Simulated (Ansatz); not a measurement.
Cost and result up the ladder for `C[Si](C)(C)C#Cc1cc2sc(-c3cc4sc(-c5cc6sc(-c7cc8sc(-c9cc%10sc(-c%11cc%12sc(C#C[Si](C)(C)C)cc%12s%11)cc%10s9)cc8s7)cc6s5)cc4s3)cc2s1` (90 atoms). The state is a singlet with charge 0. Geometry: r2SCAN-D4/def2-SVP.

Cartesian coordinates in Å:
```
C -20.810 -4.898 -6.975
Si -20.271 -3.218 -7.622
C -21.365 -1.857 -6.929
C -20.304 -3.194 -9.501
C -18.540 -2.923 -7.056
C -17.384 -2.754 -6.669
C -16.067 -2.556 -6.230
C -15.175 -3.506 -5.736
C -13.938 -2.925 -5.395
S -12.444 -3.524 -4.748
C -11.733 -1.911 -4.784
C -10.383 -1.721 -4.329
C -9.490 -2.678 -3.858
C -8.255 -2.105 -3.495
S -6.765 -2.714 -2.849
C -6.059 -1.098 -2.839
C -4.720 -0.908 -2.356
C -3.797 -1.874 -1.965
C -2.590 -1.293 -1.525
S -1.088 -1.905 -0.908
C -0.449 -0.271 -0.724
C 0.868 -0.073 -0.190
C 1.826 -1.030 0.136
C 2.995 -0.439 0.659
S 4.512 -1.035 1.251
C 5.069 0.600 1.605
C 6.366 0.831 2.181
C 6.947 2.059 2.488
C 8.227 1.902 3.053
S 9.446 2.987 3.643
C 10.504 1.639 4.061
C 11.788 1.899 4.650
C 12.360 3.128 4.963
C 13.642 2.978 5.536
S 14.850 4.066 6.131
C 15.912 2.717 6.551
C 17.165 2.967 7.130
C 18.264 3.200 7.635
Si 19.911 3.508 8.405
C 21.244 3.172 7.123
C 20.102 2.344 9.869
C 19.973 5.299 8.968
C 15.340 1.486 6.237
C 14.062 1.642 5.666
S 12.849 0.554 5.068
C 9.927 0.411 3.750
C 8.646 0.566 3.184
S 7.425 -0.516 2.597
C 4.113 1.556 1.269
C 2.950 0.964 0.738
S 1.430 1.563 0.156
C -1.368 0.693 -1.129
C -2.571 0.112 -1.576
S -4.077 0.725 -2.178
C -6.949 -0.140 -3.316
C -8.184 -0.714 -3.682
S -9.678 -0.104 -4.320
C -12.622 -0.962 -5.276
C -13.865 -1.538 -5.620
S -15.355 -0.938 -6.266
H -20.156 -5.699 -7.357
H -20.775 -4.930 -5.874
H -21.842 -5.125 -7.290
H -22.412 -1.999 -7.247
H -21.342 -1.849 -5.828
H -21.037 -0.865 -7.280
H -19.962 -2.222 -9.892
H -21.326 -3.370 -9.876
H -19.649 -3.974 -9.920
H -15.439 -4.559 -5.641
H -9.739 -3.739 -3.785
H -4.004 -2.945 -2.004
H 1.670 -2.100 -0.007
H 6.455 3.015 2.306
H 11.860 4.081 4.780
H 21.131 3.833 6.250
H 22.247 3.339 7.550
H 21.197 2.131 6.765
H 20.035 1.292 9.550
H 19.315 2.519 10.620
H 21.079 2.490 10.359
H 20.946 5.526 9.435
H 19.183 5.513 9.705
H 19.837 5.988 8.119
H 15.850 0.541 6.426
H 10.425 -0.543 3.933
H 4.261 2.626 1.414
H -1.159 1.764 -1.097
H -6.699 0.919 -3.392
H -12.369 0.095 -5.378
```

Ansatz on 11 threads of AMD EPYC 7R13 on a shared host and a whole NVIDIA H100 80GB HBM3. Times are rough, and most runs start from the orbitals of an earlier one. No level here is sound enough to serve as a yardstick. Binding counts from free atoms at the same level (C triplet, Si triplet, S triplet, H doublet; other spins of the atoms weren't run), without zero-point energy or a counterpoise term.

Correlated methods freeze 116 core orbitals. The rows differ in basis, and correlated rows in double-zeta sets carry the largest basis error. Single mean-field runs in def2-SVP, def2-TZVP are fitted with def2-universal-jkfit.

Run but left out: HF/STO-3G (restricted singlet, unstable in another Hartree–Fock run and untested here).

Correlated methods converge slowly with the basis, most of all in double-zeta sets.

```json
{"level": "r2SCAN-D4/def2-SVP", "functions": "1046", "wall time": "7 s"}
{"level": "PBE-D4/def2-SVP", "functions": "1046", "wall time": "7.5 s"}
{"level": "PBE0-D4/def2-SVP (with forces)", "functions": "1046", "wall time": "12 s"}
{"level": "B97M-V/def2-SVP (with forces)", "functions": "1046", "wall time": "12 s"}
{"level": "PBE-D4/def2-TZVP", "functions": "2124", "wall time": "14 s"}
{"level": "PBE0-D4/def2-TZVP", "functions": "2124", "wall time": "21 s"}
{"level": "MP2/def2-SVP", "functions": "1046", "wall time": "46 s"}
```

Estimate what each level gives for the binding energy per atom (eV).


| level | binding energy per atom (eV) | remarks |
| --- | --- | --- |
| r2SCAN-D4/def2-SVP | 5.12 | – |
| PBE-D4/def2-SVP | 5.31 | – |
| PBE0-D4/def2-SVP (with forces) | 5.18 | – |
| B97M-V/def2-SVP (with forces) | 5.12 | – |
| PBE-D4/def2-TZVP | 5.26 | – |
| PBE0-D4/def2-TZVP | 5.13 | – |
| MP2/def2-SVP | 4.94 | restricted SCF unstable |
